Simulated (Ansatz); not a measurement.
The same group exchange along the group F, Cl, Br.

Gas-phase electronic energies from Ansatz, PBE0-D4/def2-TZVP geometries. CCSD(T)/CBS is the MP2 limit (def2-TZVPP, def2-QZVPP) plus CCSD(T) − MP2 in def2-TZVPP, frozen cores. This one scheme is used for every species. Functionals use def2-TZVPP. B3LYP here is the variant with VWN-RPA as its local correlation; programs differ in this. Elements past krypton have def2 core potentials. For Br, In outer-core shells are correlated without core-valence functions, which leaves a few kJ/mol of doubt a bond. Scalar relativity is left out up to krypton. One conformer a species, not always the lowest.

| reaction | B3LYP-D4 (kcal/mol) | CCSD(T)/CBS(def2) (kcal/mol) |
| --- | --- | --- |
| `[OH][In]([F])[SH]` + ethane → `C[CH2][In]([OH])[SH]` + H–F | 20.2 | 17.2 |
| `[OH][In]([SH])[Cl]` + ethane → `C[CH2][In]([OH])[SH]` + HCl | 33.4 | 31.7 |
| `[OH][In]([SH])[Br]` + ethane → `C[CH2][In]([OH])[SH]` + HBr | 37.8 | 36.7 |

Largest T1 diagnostic: 0.016, for `[OH][In]([F])[SH]`.
